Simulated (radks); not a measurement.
Values are calculated unless marked as measured or tabulated.
The iron ion Fe2+ inside a hard spherical wall (all orbitals vanish at R), configuration held at [Ar] 3d6 and not refilled when levels cross. Code: a radial shooting solver on a logarithmic mesh with Libxc functionals. Model: non-relativistic Kohn-Sham, PBE, spin-polarised, spherical densities, point nucleus; open shells are filled with parallel spins first. Eigenvalues in eV for spin up, with the zero of energy where the potential of the charges vanishes at infinity; a dash marks a level that is unbound or too diffuse for the functional's potential to be trusted. A positive occupied level is held by the wall or, in an anion where self-interaction has pushed it up, behind a barrier. The pressure on the wall is -dE/dV.

| R (bohr) | E (hartree) | kinetic (hartree) | e(2p) | e(3s) | e(3p) | e(3d) | e(4s, empty) | e(4p, empty) | pressure (GPa) |
|---|---|---|---|---|---|---|---|---|---|
| free | -1262.53658 | 1261.582 | -713.96 | -111.87 | -79.556 | -27.355 | -20.469 | -14.621 | 0 |
| 12 | -1262.53658 | 1261.582 | -713.96 | -111.87 | -79.556 | -27.355 | -20.469 | -14.621 | < 0.0001 |
| 8 | -1262.53658 | 1261.582 | -713.96 | -111.87 | -79.556 | -27.355 | -20.468 | -14.605 | 0.000121 |
| 5 | -1262.53495 | 1261.598 | -713.84 | -111.78 | -79.463 | -27.264 | -19.974 | -13.415 | 0.349 |
| 4 | -1262.52103 | 1261.703 | -713.24 | -111.28 | -78.977 | -26.771 | -17.918 | -10.091 | 5.08 |
| 3 | -1262.38863 | 1262.456 | -709.89 | -108.74 | -76.499 | -24.028 | -7.716 | 3.191 | 89.4 |
| 2 | -1260.59813 | 1270.986 | -688.68 | -94.501 | -61.788 | -6.404 | 55.777 | 72.984 | 3330 |
| 1.5 | -1253.05140 | 1300.684 | -641.06 | -59.967 | -24.919 | 34.759 | 202.60 | 219.66 | 33800 |
